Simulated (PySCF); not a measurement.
# Bi⁺: excitation energy

Bi⁺ [Xe] 4f14 5d10 6s2 6p2 (3P) → Bi⁺ [Xe] 4f14 5d10 6s1 6p2 7s1 (5P), as a difference of total energies. Calculation: PySCF 2.14, in aug-cc-pwCVTZ-DK3 (11s10p8d5f1g, 125 functions); scalar relativity by spin-free X2C-1e. Correlated levels: valence: [Xe] 4f14 5d10 frozen; valence and next inner shell: [Kr] 4d10 4f14 frozen. The calculations carry no spin-orbit coupling.

| method | excitation energy (eV) |
| --- | --- |
| UHF | 15.044 |
| LDA | 17.429 |
| PBE | 17.048 |
| PBE0 | 16.804 |
| r2SCAN | 16.970 |
| MP2 (valence) | 15.758 |
| SCS-MP2 (valence) | 16.066 |
| MP2 (valence and next inner shell) | 17.034 |
| SCS-MP2 (valence and next inner shell) | 17.096 |

Q: How much does correlation contribute at MP2 (valence and next inner shell)?

A: 17.034 − (15.044) = 1.990 eV, measured against UHF.

Spin-orbit coupling is strong in these open shells (close to jj coupling). The scalar numbers leave it out and a first-order estimate fails, so it can dominate the gap to the real levels.

The upper state lies above the first ionisation limit. A Rydberg-like electron needs more diffuse functions than a valence basis has.

The promoted electron is Rydberg-like, and one or two diffuse shells describe it only roughly, which tends to raise the upper state.
